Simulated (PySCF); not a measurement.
**Basis-set dependence of SnC at MP2**

PySCF, ROHF reference; triplet, unpaired electrons σ ↑, π ↑; De to Sn + C without counterpoise correction. Frozen cores follow the default of each basis and core potential.

```
             basis                           relativity  functions  Re (Å)  ωe (cm⁻¹)  De (eV)  frozen orbitals
cc-pVDZ-PP/cc-pVDZ  scalar-relativistic core potentials         37   2.007        763     2.55                5
          def2-SVP  scalar-relativistic core potentials         40   2.005        760     2.59                5
        x2c-SVPall                        spin-free X2C         50   2.003        763     2.62               19
         def2-SVPD  scalar-relativistic core potentials         52   2.010        752     2.72                5
        def2-TZVPP  scalar-relativistic core potentials         81   1.984        771     2.96                5
```

Question: How does each smaller set differ from the one with most functions, def2-TZVPP?

Answer: cc-pVDZ-PP/cc-pVDZ: +2.3 pm, -1.0 % in ωe, -0.41 eV in De; def2-SVP: +2.1 pm, -1.4 % in ωe, -0.37 eV in De; x2c-SVPall: +1.9 pm, -1.0 % in ωe, -0.34 eV in De; def2-SVPD: +2.6 pm, -2.5 % in ωe, -0.24 eV in De. All at MP2; the set with most functions is neither the basis-set limit nor always the best. The rows treat relativity differently, so the differences are not basis effects alone.

Correlated steps freeze the inner cores (5 to 19 orbitals); shallow outer-core shells are correlated. Correlated levels converge slowly with the basis: in double zeta they bind strong bonds too weakly, by up to about 1 eV, and carry superposition errors of some tenths. These are scalar-relativistic numbers at best; spin–orbit coupling would shift them, the dissociation energy most. The state is the lowest determinant that a PBE0 search found; another state may lie lower at other levels.
